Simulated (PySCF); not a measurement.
**Frontier levels across methods**

Species: CH6N2Si2.
Z-matrix (Å and degrees, PBE0-D3(BJ)/def2-SVP geometry), rows numbered from 1:
```
N 
C   1  1.1609
Si  2  1.8650  1  173.85
Si  3  2.3505  2  103.00  1     8.50
N   4  1.7281  3  103.53  2   -39.10
H   3  1.4910  2  106.48  1  -111.45
H   3  1.4914  2  107.01  1   130.85
H   4  1.4939  3  110.64  2  -156.15
H   4  1.5018  3  107.97  2    86.64
H   5  1.0142  4  120.69  3  -168.85
H   5  1.0156  4  119.07  3    47.36
```

Basis pcSseg-2 throughout (PySCF), one geometry. One conformer (not necessarily the lowest) at the PBE0-D3(BJ)/def2-SVP geometry, without solvent, vibrations or thermal averaging.

How do the orbital energies, the gap and the dipole change with the method?

| method | kind | HOMO (eV) | LUMO (eV) | gap (eV) | μ (D) | SCF cycles |
| --- | --- | --- | --- | --- | --- | --- |
| BLYP | GGA | -6.30 | -1.66 | 4.64 | 3.27 | 15 |
| OPBE | GGA | -6.37 | -1.71 | 4.65 | 3.18 | 16 |
| B97-D | GGA | -6.41 | -1.69 | 4.72 | 3.25 | 15 |
| PBE | GGA | -6.41 | -1.82 | 4.58 | 3.25 | 16 |
| KT2 | GGA | -6.48 | -1.88 | 4.60 | 3.27 | 16 |
| KT3 | GGA | -6.49 | -1.81 | 4.67 | 3.23 | 16 |
| BP86 | GGA | -6.52 | -1.88 | 4.64 | 3.26 | 15 |
| LDA | LDA | -6.53 | -2.03 | 4.50 | 3.38 | 15 |
| B97-2 | global hybrid | -7.50 | -0.96 | 6.55 | 3.31 | 14 |
| B3LYP | global hybrid | -7.54 | -1.13 | 6.41 | 3.34 | 14 |
| PBE0 | global hybrid | -7.76 | -0.95 | 6.81 | 3.33 | 14 |
| mPW1PW91 | global hybrid | -7.79 | -0.96 | 6.84 | 3.32 | 14 |
| BHandHLYP | global hybrid | -9.02 | -0.03 | 8.99 | 3.44 | 13 |
| CAM-B3LYP | range-separated hybrid | -9.15 | 0.09 | 9.24 | 3.39 | 14 |
| wB97X-D | range-separated hybrid | -9.64 | 0.80 | 10.44 | 3.33 | 14 |
| LC-wPBE | range-separated hybrid | -10.50 | 1.19 | 11.69 | 3.35 | 14 |
| HF | Hartree–Fock | -10.92 | 2.03 | 12.95 | 3.50 | 10 |

The HOMO spans 4.62 eV, from BLYP down to HF, and the gap runs from 4.50 eV (LDA) to 12.95 eV (HF). Over the methods BLYP (0 %), OPBE (0 %), B97-D (0 %), PBE (0 %), KT2 (0 %), KT3 (0 %), BP86 (0 %), LDA (0 %), B97-2 (21 %), B3LYP (20 %), PBE0 (25 %), mPW1PW91 (25 %), BHandHLYP (50 %), HF (100 %), a straight line through the gap against the share of exact exchange rises by 0.84 eV for each 10 % (correlation coefficient 0.999). The dipole ranges from 3.18 D (OPBE) to 3.50 D (HF). This basis has no diffuse functions.
